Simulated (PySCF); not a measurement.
# How methods differ on the ionisation energy of Kr³⁵⁺

Kr³⁵⁺ 1s1 (2S) → Kr³⁶⁺ (bare nucleus), as a difference of total energies. Calculation: PySCF 2.14, in an uncontracted even-tempered set (15 s from 50 bohr⁻², ratio 2.2; 7 p from 76 bohr⁻², ratio 2.4; 4 d from 230 bohr⁻², ratio 2.4; 3 f from 340 bohr⁻², ratio 2.4; 3 g from 520 bohr⁻², ratio 2.4); no relativity, point nucleus. The calculations carry no spin-orbit coupling.

| method | ionisation energy (eV) | difference from reference (eV) |
| --- | --- | --- |
| UHF | 17633.0 | -303.2 |
| LDA | 17591.3 | -344.9 |
| PBE | 17626.7 | -309.5 |
| PBE0 | 17628.3 | -307.9 |
| r2SCAN | 17633.0 | -303.2 |
| M06-2X | 17630.9 | -305.3 |
| M06-L | 17636.5 | -299.7 |

Reference: 17936.2 eV (theoretical estimate listed by NIST; NIST Atomic Spectra Database, ionization energies).

The gap to the reference is mostly relativistic.
